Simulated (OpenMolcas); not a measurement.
## Hf+: effect of the active space

```
Program             : OpenMolcas
Method              : SS-CASPT2 or its RAS form, IPEA 0.25 Eh, imaginary shift 0.1 Eh
Basis               : ANO-RCC-VTZP
Scalar Hamiltonian  : DKH2, point nucleus
Spin-orbit coupling : RASSI with atomic mean-field integrals over the reference wave functions, term energies averaged over their components
```

A. 3 electrons in 6 orbitals (5d 6s); 2S+1 = 4 even, 20 roots; 2S+1 = 2 even, 65 roots; closed shells correlated: 5s 5p; CASPT2 step roughly 90 core-seconds
B. 3 electrons in 9 orbitals (RAS2 5d 6s; RAS3 6p, at most 2 electrons); 2S+1 = 2 even, 70 roots; 2S+1 = 4 even, 20 roots kept (CI in the orbitals of an earlier block); 2S+1 = 2 odd, 85 roots; 2S+1 = 4 odd, 45 roots kept (CI in the orbitals of an earlier block); closed shells correlated: 5s 5p; CASPT2 step about 4 core-minutes
C. 3 electrons in 11 orbitals (5d 6s 6d); 2S+1 = 2 even, 29 roots; 2S+1 = 4 even, 17 roots kept (CI in the orbitals of an earlier block); closed shells correlated: 5s 5p; CASPT2 step about 13 core-minutes

Energies in cm-1 above 5d 6s2 2D 3/2, the measured ground level; measured values from NIST Handbook of Basic Atomic Spectroscopic Data.

```
               Level      A      B      C  Measured
       5d 6s2 2D 3/2    0.0    0.0    0.0       0.0
5d 6s2 2D 5/2 [59 %]   2240   2600   2810      3051
       5d2 6s 4F 3/2   3040   2930   3070      3645
5d2 6s 4F 5/2 [61 %]   4390   4260   4750      4905
       5d2 6s 4F 7/2   5540   5560   5890      6344
       5d2 6s 4F 9/2   7620   7580   8170      8362
       5d2 6s 4P 1/2  11530  11390  12120          
       5d2 6s 2F 5/2  11690  11760  11960          
       5d2 6s 4P 3/2  12500  12420  12650          
5d2 6s 4P 5/2 [68 %]  13140  13100  13330     13486
       5d2 6s 2P 1/2  14090  14330  14780          
       5d2 6s 2F 7/2  14490  14700  15050          
5d2 6s 2D 5/2 [67 %]  16370  16970  17170          
       5d2 6s 2G 7/2  17160  17350  17950          
       5d2 6s 2G 9/2  17250  17320  17830          
   5d3 4F 3/2 [68 %]  17700  17870  19010
```

Deviations, from unrounded energies. A percentage is the sum of absolute deviations over the sum of measured energies, with the sign that they share, or ± where signs differ.

```tsv
Against measurement	Levels	A	B	C
mean absolute deviation (cm-1)	6	640	630	300
fine structure of the ground term (%)	1	-26.5	-14.8	-7.8
other configurations (%)	5	-8.2	-9.0	-4.2
```

C lies closest to measurement on these levels and A furthest from it. The largest miss of C in the table is 5d2 6s 4F 3/2, by -580 cm-1. The ranking rests on the paired levels alone, and a cruder setting can come out closer through cancelling errors.

Among A to C the level of the table that moves most is 5d3 4F 3/2 [68 %], by 1300 cm-1 (lowest in A, highest in C). Moves below CASPT2's spread within the term are not significant.

CASPT2 breaks the degeneracy within a term, and the mean is taken; among the terms shown or strongly mixed into the levels shown the widest spread is 530 cm-1 (5d2 6s 2F, A). Configurations are named by rounded mean occupations; where the s occupation lies near a half they are strongly mixed, a name can repeat and a true partner stay unpaired (holds for A; B). A single d shell beside an s shell can misplace configurations of different d count against each other (holds for A; B). The CASPT2 spread within a term exceeds the gap to the next term for 5d2 6s 4P and 5d2 6s 2F, so the order of their levels is uncertain, and so are names and mixing where such terms share a J (holds for A). Some terms miss by over 15 % even with CASPT2, which points to a basis or an active space too small for the shells correlated (holds for A). Terms from blocks run as CI alone lack orbitals of their own (holds for B; C). Active for correlation alone: 6d; no level in the range computed is led by a configuration that fills it, so any true level of that kind is missing (holds for C). Measured partners are found by configuration, term and J. A level has none where our copy of the source lacks it or the pairing is in doubt (some pairs that miss far off the trend of their configuration count as doubtful), and it then counts in no deviation. Levels of configurations outside the active space are missing. Levels that lie high or do not pair safely by name in every column are left out.

A share in square brackets marks a mixed level and gives the weight of the term that names it, the lowest over the columns.
